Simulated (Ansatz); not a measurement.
One change: `BCBCl` becomes `FCBCl`.

Ansatz, PBE0-D4/def2-TZVP geometries, multiplicity 1. Each molecule was computed in one conformer, which needn't be the lowest.

```json
{"property": "LUMO energy (B3LYP/def2-TZVPP) / eV", "`BCBCl`": "-2.16"}
{"property": "HOMO energy (B3LYP/def2-TZVPP) / eV", "`BCBCl`": "-8.28"}
{"property": "HOMO energy (PBE0/def2-TZVPP) / eV", "`BCBCl`": "-8.51"}
{"property": "size of the dipole moment (ωB97M-V/def2-TZVPP) / D", "`BCBCl`": "1.22"}
{"property": "HOMO–LUMO gap (PBE0/def2-TZVPP) / eV", "`BCBCl`": "6.56"}
{"property": "HOMO energy (ωB97M-V/def2-TZVPP) / eV", "`BCBCl`": "-10.78"}
```

Task: What does the change do to each property? (An estimate is asked.)

Result: The calculation gave: 
```tsv
property	`FCBCl`	shift
LUMO energy (B3LYP/def2-TZVPP) / eV	-1.73	0.43
HOMO energy (B3LYP/def2-TZVPP) / eV	-8.41	-0.13
HOMO energy (PBE0/def2-TZVPP) / eV	-8.63	-0.12
size of the dipole moment (ωB97M-V/def2-TZVPP) / D	1.96	0.74
HOMO–LUMO gap (PBE0/def2-TZVPP) / eV	7.11	0.55
HOMO energy (ωB97M-V/def2-TZVPP) / eV	-10.94	-0.16
```

With PBE0 the HOMO falls by 0.12 eV and the LUMO rises by 0.43 eV, so the gap widens by about 0.55 eV. PBE moves the HOMO by 0.00 eV and ωB97M-V by -0.16 eV. The zero-point energy changes by -46.8 kJ/mol with -6 modes. Dipoles are sizes alone; their direction can turn.

B3LYP here is the variant with VWN-RPA as its local correlation; programs differ in this.
